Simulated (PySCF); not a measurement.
Bond curve of KBr

Set-up: PySCF, spin-free X2C with a Gaussian nucleus, basis sets K x2c-TZVPall, Br x2c-TZVPall. Energies in eV from K + Br in their ground configurations at the same level. State: ¹Σ⁺ (singlet), closed shell.

All columns are PBE0. A positive dipole means K(−)Br(+).

| R (Å) | E (eV) | μ (D) | Mulliken charge on K (basis-dependent) | HOMO (eV) | LUMO (eV) | Mayer bond order | ⟨S²⟩ |
| --- | --- | --- | --- | --- | --- | --- | --- |
| 2.450 | -3.303 | -8.66 | 0.68 | -6.15 | -1.14 | 0.63 | 0.00 |
| 2.564 | -3.614 | -9.19 | 0.69 | -6.05 | -1.21 | 0.61 | 0.00 |
| 2.678 | -3.779 | -9.71 | 0.70 | -5.91 | -1.29 | 0.59 | 0.00 |
| 2.764 | -3.836 | -10.11 | 0.71 | -5.80 | -1.35 | 0.57 | 0.00 |
| 2.849 | -3.849 | -10.50 | 0.71 | -5.71 | -1.41 | 0.56 | 0.00 |
| 2.934 | -3.831 | -10.90 | 0.72 | -5.61 | -1.47 | 0.55 | 0.00 |
| 3.048 | -3.771 | -11.43 | 0.72 | -5.49 | -1.55 | 0.54 | 0.00 |
| 3.191 | -3.658 | -12.10 | 0.73 | -5.34 | -1.65 | 0.52 | 0.00 |
| 3.362 | -3.491 | -12.92 | 0.73 | -5.18 | -1.77 | 0.50 | 0.00 |
| 3.590 | -3.247 | -14.01 | 0.74 | -4.97 | -1.92 | 0.48 | 0.00 |

A fit through these points gives, at Re = 2.839 Å, μ = -10.45 D and dμ/dR = -4.64 D/Å; the reduced mass is 26.08 u.

Q: How strong is the fundamental in the double-harmonic approximation, I = 42.26·(dμ/dR)²/μred km/mol?

A: I = 42.26·(-4.64)²/26.08 = 34.9 km/mol at PBE0.
